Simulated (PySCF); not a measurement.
Al(Cl)(F)(OSiH3) (AlClFH₃OSi), SMILES [F][Al]([Cl])[O][SiH3]. Atoms are numbered in the order given.

```xyz
8

Al    -0.0683     0.5264     0.5313
Cl     1.2674     1.9885    -0.1092
F     -0.9153     0.8001     1.9260
O     -0.2944    -0.8937    -0.3246
Si    -0.5771    -2.3176    -1.1211
H     -1.8762    -2.8998    -0.6796
H      0.5187    -3.2829    -0.8228
H     -0.6284    -2.0697    -2.5898
```
Charge 0, spin multiplicity 1.

Coordinates come from a B3LYP-D3(BJ)/def2-SVP optimisation. The structure was generated by enumeration; whether it is a known compound was not checked. Other conformers were not sampled.

Two levels are set side by side: PBE/pcSseg-1 (PySCF) and KT2/pcSseg-1 (PySCF). GIAO shifts against CFCl3 (¹⁹F), H2O (¹⁷O), HCl (³⁵Cl), TMS (²⁹Si), TMS (¹H) at the same level; non-relativistic, no solvent, atoms listed together averaged. Without spin–orbit terms, shifts of atoms bonded to Cl or Br come out too high at both levels. Differences are taken from unrounded values.

```
quantity                      KT2
-------------------------  ------
δ(³⁵Cl) of Cl2 (ppm)        -54.3
δ(¹⁹F) of F3 (ppm)         -201.1
δ(¹⁷O) of O4 (ppm)           23.6
δ(²⁹Si) of Si5 (ppm)        -31.1
δ(¹H) of H6, H7, H8 (ppm)    5.55
```

Question: What does PBE give, and how far is it from KT2? (An estimate is asked for; the answer gives what the named calculation found.)

Answer: 
```tsv
quantity	PBE	PBE minus KT2
δ(³⁵Cl) of Cl2 (ppm)	-59.3	-5.0
δ(¹⁹F) of F3 (ppm)	-195.1	6.0
δ(¹⁷O) of O4 (ppm)	29.2	5.6
δ(²⁹Si) of Si5 (ppm)	-35.7	-4.6
δ(¹H) of H6, H7, H8 (ppm)	5.60	0.05
```

Rough cost on one machine, each run with all the roots and properties that it gave: KT2 against PBE within a factor of 2.
